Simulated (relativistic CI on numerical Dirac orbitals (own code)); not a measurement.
## Ir4+: N6,7 absorption edge

Computed with this model: Dirac-Coulomb-Breit CI, separate exchange-only KLI orbitals for each configuration, model QED, valence Slater integrals scaled by 0.7, multiplet model of core-to-valence dipole absorption; configurations [Xe] 4f14 5d5 → [Xe] 4f13 5d6; 300 K; Lorentzian 0.45 eV and Gaussian 0.3 eV FWHM. Energies are those of the free ion, without screening or charge transfer. The branching ratio is the share of the lower-energy edge in the whole absorption, uncertain by about 0.02 where the edges overlap. S is read from ⟨S²⟩ = S(S + 1).

Field parameters in Wybourne normalisation: D4h B²₀ = −7Ds, B⁴₀ = 21(Dq − Dt), B⁴₄ = 21√(5/14) Dq. The field is a parameter set, without covalency.

free ion: ground-state S = 2.32, centroid 63.67 eV. Peaks (eV, height): 63.1 (100), 65.2 (45).

D4h, 10Dq = 40400, Ds = -1500, Dt = -10 cm⁻¹: ground-state S = 0.58, centroid 65.00 eV. Peaks (eV, height): 60.3 (66), 64.5 (100), 67.0 (80), 67.5 (75).

D4h, 10Dq = 40400, Ds = 3000, Dt = -10 cm⁻¹: ground-state S = 0.58, centroid 65.15 eV. Peaks (eV, height): 60.6 (60), 63.8 (83), 65.0 (100), 66.6 (78), 67.9 (71).

Strongest unbroadened transitions for free ion:

```tsv
Energy (eV)	Relative strength
62.28	14.9
62.63	6.7
62.75	50.1
63.06	5.3
63.17	100.0
63.51	5.6
63.86	2.6
64.19	1.2
65.00	7.1
65.15	12.1
65.23	25.7
65.25	2.3
65.26	1.6
65.31	7.2
65.92	0.7
65.96	3.6
66.09	2.8
66.27	2.2
```
